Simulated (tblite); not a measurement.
Record of a relaxation.

Species: C4H8O2SSi.
SMILES with atom numbers: `[CH2:1]=[C:2]1[Si@@H:3]([OH:4])[CH2:5][CH2:6][S@:7]1=[O:8]` (hydrogens: H9, H10 on C1; H11 on Si3; H12 on O4; H13, H14 on C5; H15, H16 on C6)

Computed with GFN2-xTB (tblite), gas phase: L-BFGS steps from a force-field or distance-geometry start until the largest atomic force falls under 0.01 eV/Å. 11 of its 107 geometries are shown.

Step 0: E = -700.2245 eV, largest atomic force 1.863 eV/Å
```
atom  x, y, z in Å  |  force x, y, z in eV/Å
C1      0.636    2.404    0.071   -0.706  -0.490   0.389
C2      0.148    1.161    0.031    0.372   1.251   0.192
Si3     0.729   -0.265   -0.985    0.610  -0.599  -1.090
O4      2.344   -0.554   -0.863   -0.334   0.191   0.850
C5     -0.368   -1.589   -0.195   -0.123   0.077  -0.179
C6     -1.633   -0.884    0.292    0.539  -0.465   0.091
S7     -1.176    0.683    1.159    0.137  -0.002   1.858
O8     -0.473    0.299    2.439   -0.641   0.249  -1.565
H9      0.231    3.148    0.755    0.121  -0.179  -0.208
H10     1.440    2.723   -0.566    0.089  -0.035  -0.044
H11     0.344   -0.062   -2.409    0.352  -0.069   0.412
H12     2.702   -0.526    0.049   -0.195  -0.065  -0.929
H13    -0.618   -2.384   -0.898   -0.061  -0.051   0.176
H14     0.174   -2.035    0.640   -0.228  -0.079   0.109
H15    -2.196   -1.504    0.991    0.031   0.128   0.091
H16    -2.292   -0.606   -0.522    0.039   0.140  -0.153
```

Step 11: E = -700.3862 eV, largest atomic force 0.135 eV/Å
```
atom  x, y, z in Å  |  force x, y, z in eV/Å
C1      0.595    2.410    0.087   -0.030  -0.087  -0.031
C2      0.105    1.184    0.020    0.052  -0.037   0.054
Si3     0.720   -0.275   -1.012   -0.008  -0.028   0.026
O4      2.317   -0.526   -0.879    0.040   0.015  -0.013
C5     -0.375   -1.595   -0.188    0.035   0.041  -0.044
C6     -1.621   -0.879    0.296    0.005   0.032   0.055
S7     -1.195    0.684    1.205   -0.046   0.074   0.073
O8     -0.449    0.266    2.403    0.042  -0.024  -0.100
H9      0.214    3.163    0.760   -0.039  -0.025   0.020
H10     1.422    2.705   -0.538   -0.001   0.056  -0.030
H11     0.492   -0.078   -2.436    0.040  -0.028   0.001
H12     2.735   -0.545   -0.020    0.035  -0.023  -0.013
H13    -0.661   -2.410   -0.852    0.031   0.008   0.008
H14     0.136   -2.048    0.667   -0.040   0.071  -0.035
H15    -2.186   -1.478    1.009   -0.122  -0.009  -0.057
H16    -2.256   -0.569   -0.534    0.006  -0.039   0.086
```

Step 21: E = -700.3998 eV, largest atomic force 0.074 eV/Å
```
atom  x, y, z in Å  |  force x, y, z in eV/Å
C1      0.573    2.405    0.086   -0.045   0.030  -0.035
C2      0.104    1.172    0.020   -0.008   0.008   0.027
Si3     0.734   -0.279   -1.008    0.002  -0.048   0.025
O4      2.334   -0.518   -0.885    0.019  -0.028  -0.016
C5     -0.390   -1.576   -0.183    0.011  -0.026   0.016
C6     -1.641   -0.867    0.300    0.035   0.048  -0.009
S7     -1.178    0.675    1.226    0.003   0.026   0.033
O8     -0.395    0.230    2.388    0.008  -0.048  -0.023
H9      0.171    3.141    0.764   -0.003   0.024   0.019
H10     1.386    2.728   -0.545    0.003   0.023  -0.008
H11     0.553   -0.108   -2.442   -0.016  -0.001   0.009
H12     2.787   -0.577   -0.046   -0.036  -0.006   0.009
H13    -0.660   -2.405   -0.836   -0.005  -0.011   0.002
H14     0.112   -2.006    0.686    0.027  -0.024   0.006
H15    -2.230   -1.475    0.990    0.014   0.036  -0.063
H16    -2.267   -0.533   -0.526   -0.007  -0.003   0.009
```

Step 32: E = -700.4134 eV, largest atomic force 0.099 eV/Å
```
atom  x, y, z in Å  |  force x, y, z in eV/Å
C1      0.516    2.442    0.065   -0.014   0.043  -0.019
C2      0.130    1.179    0.036   -0.017  -0.015   0.020
Si3     0.759   -0.290   -0.978   -0.012   0.005  -0.010
O4      2.353   -0.577   -0.879   -0.017   0.027   0.035
C5     -0.389   -1.567   -0.164   -0.076  -0.051   0.037
C6     -1.637   -0.825    0.277    0.008   0.032   0.029
S7     -1.107    0.641    1.276    0.035   0.000  -0.013
O8     -0.285    0.077    2.357    0.040   0.012   0.048
H9      0.083    3.159    0.749    0.010  -0.029  -0.041
H10     1.286    2.821   -0.592   -0.017  -0.040   0.012
H11     0.556   -0.146   -2.410   -0.004   0.047  -0.039
H12     2.800   -0.645   -0.038    0.009  -0.016   0.024
H13    -0.661   -2.407   -0.799    0.002  -0.026  -0.089
H14     0.081   -1.990    0.725    0.035   0.006   0.045
H15    -2.278   -1.426    0.923    0.002   0.012  -0.040
H16    -2.215   -0.437   -0.560    0.018  -0.007  -0.001
```

Step 42: E = -700.4204 eV, largest atomic force 0.068 eV/Å
```
atom  x, y, z in Å  |  force x, y, z in eV/Å
C1      0.480    2.446    0.039    0.017   0.030   0.017
C2      0.130    1.173    0.050    0.005  -0.007  -0.008
Si3     0.761   -0.296   -0.966    0.030   0.051   0.006
O4      2.353   -0.577   -0.848    0.016  -0.005  -0.002
C5     -0.392   -1.575   -0.161   -0.031  -0.015   0.013
C6     -1.625   -0.809    0.276   -0.022   0.017   0.026
S7     -1.062    0.616    1.319   -0.001   0.040  -0.048
O8     -0.202    0.029    2.357    0.008  -0.038   0.005
H9      0.040    3.165    0.715    0.018  -0.003  -0.031
H10     1.234    2.824   -0.635   -0.045  -0.021  -0.004
H11     0.559   -0.108   -2.396    0.018  -0.004   0.010
H12     2.786   -0.691   -0.004   -0.012  -0.001   0.018
H13    -0.664   -2.410   -0.803   -0.035  -0.011  -0.057
H14     0.070   -2.002    0.731    0.039  -0.005   0.029
H15    -2.312   -1.399    0.880    0.010  -0.056   0.023
H16    -2.163   -0.376   -0.565   -0.014   0.028   0.001
```

Step 53: E = -700.4277 eV, largest atomic force 0.166 eV/Å
```
atom  x, y, z in Å  |  force x, y, z in eV/Å
C1      0.431    2.458   -0.009   -0.003  -0.032   0.024
C2      0.132    1.175    0.073   -0.001  -0.024  -0.034
Si3     0.781   -0.287   -0.940    0.004   0.027  -0.004
O4      2.366   -0.583   -0.773   -0.001  -0.023   0.002
C5     -0.409   -1.563   -0.182    0.077  -0.020  -0.055
C6     -1.618   -0.789    0.294   -0.007  -0.004  -0.011
S7     -1.002    0.575    1.378    0.031   0.160   0.030
O8     -0.102   -0.073    2.343    0.029  -0.019   0.013
H9      0.004    3.200    0.648   -0.031   0.007   0.016
H10     1.136    2.821   -0.741   -0.018   0.001   0.012
H11     0.633   -0.070   -2.372    0.012  -0.014  -0.003
H12     2.759   -0.752    0.082   -0.006   0.008   0.025
H13    -0.715   -2.362   -0.854    0.024  -0.043  -0.035
H14     0.054   -2.028    0.692   -0.012  -0.046  -0.028
H15    -2.307   -1.406    0.868   -0.053   0.008   0.096
H16    -2.152   -0.303   -0.518   -0.045   0.014  -0.049
```

Step 64: E = -700.4453 eV, largest atomic force 0.241 eV/Å
```
atom  x, y, z in Å  |  force x, y, z in eV/Å
C1      0.318    2.480   -0.098   -0.038   0.108   0.037
C2      0.166    1.185    0.080   -0.100  -0.217   0.009
Si3     0.840   -0.287   -0.896   -0.058  -0.104  -0.009
O4      2.385   -0.657   -0.585    0.006  -0.014  -0.003
C5     -0.455   -1.546   -0.266    0.024   0.055  -0.011
C6     -1.595   -0.747    0.344    0.006  -0.024  -0.005
S7     -0.836    0.522    1.455   -0.015   0.240  -0.006
O8      0.138   -0.218    2.267    0.126  -0.064   0.075
H9     -0.127    3.223    0.543   -0.095   0.014   0.096
H10     0.905    2.866   -0.911    0.134   0.034  -0.104
H11     0.849   -0.045   -2.327   -0.014  -0.006  -0.067
H12     2.677   -0.845    0.304    0.007  -0.002   0.075
H13    -0.807   -2.242   -1.029   -0.081   0.102   0.054
H14    -0.018   -2.150    0.532    0.032  -0.018  -0.020
H15    -2.269   -1.340    0.962    0.037  -0.094  -0.038
H16    -2.179   -0.191   -0.386    0.030  -0.010  -0.083
```

Step 74: E = -700.4783 eV, largest atomic force 0.263 eV/Å
```
atom  x, y, z in Å  |  force x, y, z in eV/Å
C1      0.156    2.483   -0.228   -0.052  -0.127   0.018
C2      0.203    1.188    0.025   -0.007   0.184   0.101
Si3     0.936   -0.322   -0.848    0.060  -0.036   0.004
O4      2.367   -0.794   -0.248   -0.095   0.041   0.005
C5     -0.521   -1.488   -0.402   -0.091  -0.127   0.003
C6     -1.514   -0.702    0.450    0.027  -0.045  -0.075
S7     -0.575    0.492    1.513    0.190  -0.129   0.035
O8      0.520   -0.309    2.107   -0.171   0.156  -0.125
H9     -0.354    3.182    0.417   -0.020  -0.015   0.080
H10     0.608    2.921   -1.103    0.073  -0.091  -0.039
H11     1.168   -0.049   -2.259    0.024  -0.096   0.044
H12     2.478   -0.923    0.699   -0.146   0.054  -0.140
H13    -1.051   -1.910   -1.265    0.184   0.092   0.163
H14    -0.136   -2.334    0.180   -0.093   0.154  -0.094
H15    -2.112   -1.335    1.108    0.053   0.003  -0.036
H16    -2.181   -0.090   -0.160    0.064  -0.017   0.057
```

Step 85: E = -700.4950 eV, largest atomic force 0.047 eV/Å
```
atom  x, y, z in Å  |  force x, y, z in eV/Å
C1      0.152    2.484   -0.236   -0.002  -0.030   0.006
C2      0.199    1.194    0.028   -0.005   0.007  -0.006
Si3     0.933   -0.311   -0.853    0.015  -0.002  -0.034
O4      2.338   -0.785   -0.209    0.013   0.012   0.044
C5     -0.526   -1.474   -0.428    0.006  -0.024   0.003
C6     -1.498   -0.717    0.465    0.005   0.005   0.012
S7     -0.558    0.488    1.518    0.011  -0.023   0.013
O8      0.554   -0.290    2.101   -0.019   0.007  -0.023
H9     -0.349    3.191    0.409    0.017   0.000  -0.003
H10     0.618    2.888   -1.121   -0.005   0.023   0.014
H11     1.210   -0.099   -2.261    0.002  -0.007  -0.018
H12     2.370   -0.890    0.747   -0.022   0.011  -0.018
H13    -1.050   -1.846   -1.308   -0.006  -0.008   0.029
H14    -0.152   -2.345    0.111    0.010   0.006  -0.017
H15    -2.055   -1.373    1.133   -0.010   0.004   0.004
H16    -2.195   -0.108   -0.107   -0.010   0.018  -0.006
```

Step 95: E = -700.4972 eV, largest atomic force 0.040 eV/Å
```
atom  x, y, z in Å  |  force x, y, z in eV/Å
C1      0.155    2.485   -0.231    0.028   0.023   0.016
C2      0.203    1.192    0.016   -0.013  -0.033  -0.003
Si3     0.930   -0.314   -0.871   -0.001   0.012  -0.015
O4      2.330   -0.767   -0.198   -0.010  -0.009   0.010
C5     -0.525   -1.478   -0.430    0.008  -0.011   0.009
C6     -1.494   -0.717    0.463    0.005   0.002   0.007
S7     -0.548    0.484    1.510    0.002   0.002   0.005
O8      0.562   -0.298    2.092    0.011   0.002  -0.010
H9     -0.338    3.182    0.430    0.006   0.005   0.001
H10     0.620    2.907   -1.108   -0.018  -0.003  -0.009
H11     1.206   -0.125   -2.284    0.003   0.002   0.016
H12     2.327   -0.868    0.759    0.005   0.011  -0.002
H13    -1.054   -1.866   -1.299   -0.002  -0.003   0.012
H14    -0.140   -2.340    0.116   -0.006   0.005  -0.008
H15    -2.057   -1.367    1.132   -0.002   0.002  -0.013
H16    -2.185   -0.100   -0.109   -0.015  -0.006  -0.014
```

Step 106: E = -700.4979 eV, largest atomic force 0.009 eV/Å
```
atom  x, y, z in Å  |  force x, y, z in eV/Å
C1      0.165    2.487   -0.224    0.002   0.001   0.000
C2      0.196    1.191    0.012   -0.005  -0.002   0.000
Si3     0.923   -0.314   -0.877   -0.003   0.002  -0.004
O4      2.323   -0.762   -0.200    0.000   0.004  -0.004
C5     -0.524   -1.484   -0.426    0.001  -0.003   0.003
C6     -1.497   -0.718    0.458   -0.001  -0.003  -0.002
S7     -0.550    0.482    1.507   -0.003   0.001  -0.004
O8      0.563   -0.298    2.084    0.005  -0.007   0.001
H9     -0.314    3.186    0.446   -0.002   0.000  -0.001
H10     0.620    2.909   -1.106    0.007   0.004  -0.002
H11     1.201   -0.125   -2.289    0.000   0.000   0.005
H12     2.319   -0.849    0.759    0.003   0.002   0.006
H13    -1.052   -1.887   -1.289    0.000   0.002  -0.001
H14    -0.132   -2.336    0.130   -0.002  -0.002   0.000
H15    -2.065   -1.367    1.124   -0.001   0.001   0.002
H16    -2.184   -0.104   -0.121    0.000   0.001   0.003
```

Task: Summarise the path.

Result: The energy falls by 0.2734 eV from step 0 to step 106; nine tenths of that is first reached at step 71. It rises by more than 0.2 meV at step 74. The largest force goes from 1.863 to 0.009 eV/Å. Among the bonds C2–Si3 changes most, from 1.845 to 1.894 Å; the atoms move by 0.686 Å rms after alignment.

What follows is the cost of the whole relaxation. Hardware: one thread, Intel Xeon at 2.70 GHz (x86_64), shared host with 64 logical CPUs at a one-minute load of 61. Cost: 1.6 s.
